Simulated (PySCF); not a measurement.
**Distorted geometries of [Ce(H2O)4]3+**

[Ce(H2O)4]3+ (singlet in the valence; each metal's 4f electrons, 1 of them, lie in its core potential, out of spins and levels). PySCF 2.14.0, RKS TPSS, Ce lcecp-1-SVP with ECP47, O def2-SVP, H def2-SVP; non-relativistic Hamiltonian with scalar-relativistic core potentials where named; density fitting; no spin-orbit coupling. Relaxed geometry:

```xyz
13

Ce    0.0001    0.0000    0.0000
O     1.4448    1.4031    1.3405
H     2.2514    1.1400    1.8549
H     1.3829    2.3807    1.4996
O    -1.4446   -1.3406    1.4032
H    -1.3827   -1.4996    2.3808
H    -2.2519   -1.8545    1.1398
O     1.4448   -1.4031   -1.3405
H     1.3829   -2.3807   -1.4996
H     2.2514   -1.1400   -1.8549
O    -1.4446    1.3406   -1.4032
H    -2.2519    1.8545   -1.1398
H    -1.3827    1.4996   -2.3808
```

**Question.** Order these distorted geometries by energy above the relaxed one, lowest first.
A.
```xyz
13

Ce   -0.0321   -0.0078   -0.0808
O     1.3118    1.2882    1.3579
H     2.3180    1.1815    1.7981
H     1.3079    2.3341    1.6088
O    -1.3947   -1.3620    1.4561
H    -1.3868   -1.4850    2.3940
H    -2.1705   -1.7892    1.1814
O     1.4103   -1.3595   -1.3655
H     1.4168   -2.3198   -1.4992
H     2.2558   -1.0783   -1.9148
O    -1.3974    1.3260   -1.4087
H    -2.2050    1.7321   -1.0818
H    -1.4340    1.5396   -2.4455
```
B.
```xyz
13

Ce    0.0082   -0.0291   -0.0010
O     1.3938    1.4219    1.3766
H     2.2522    1.1734    1.8555
H     1.3957    2.3915    1.4727
O    -1.4705   -1.3336    1.4243
H    -1.3289   -1.4961    2.3491
H    -2.2854   -1.8830    1.1729
O     1.4650   -1.3888   -1.3497
H     1.4185   -2.4025   -1.4836
H     2.2621   -1.1898   -1.8529
O    -1.4741    1.3302   -1.3856
H    -2.2626    1.8783   -1.1370
H    -1.3739    1.5276   -2.4413
```
C.
```xyz
13

Ce   -0.1589   -0.0716    0.3095
O     1.2090    1.6474    1.4765
H     2.1687    1.0056    1.6483
H     1.4774    2.0911    1.4423
O    -1.3834   -1.2583    1.5551
H    -1.2365   -1.6131    2.5772
H    -1.9524   -1.9547    1.0908
O     1.4722   -1.1021   -1.5345
H     1.0947   -2.2986   -1.4863
H     2.2594   -1.2444   -1.9990
O    -1.6151    1.3031   -1.5529
H    -2.1182    1.9195   -1.0432
H    -1.2169    1.5761   -2.4838
```

**Answer.** B (0.28 eV), A (0.85 eV), C (23.25 eV).

**Question.** Which forces (eV/Å) act in the one that lies 0.28 eV up?

**Answer.** 
```
Ce  -0.30  0.31  0.02
O    0.99 -1.03  0.19
H   -0.79  0.09 -0.35
H   -0.22  0.85  0.07
O   -0.73 -0.08 -2.43
H    0.09 -0.43  2.05
H    0.72  0.53  0.36
O   -0.98 -1.83  0.45
H   -0.13  1.12  0.23
H    1.15  0.61 -0.71
O    0.55  0.40 -2.64
H   -0.01 -0.04  0.00
H   -0.34 -0.50  2.76
```
Forces carry noise of the integration grid, about 0.01 to 0.03 eV/Å.

No frequency check is given that shows the relaxed geometry to be a minimum. An lcecp potential fixes the number of 4f electrons, so in runs with it no electron can move into or out of that shell.
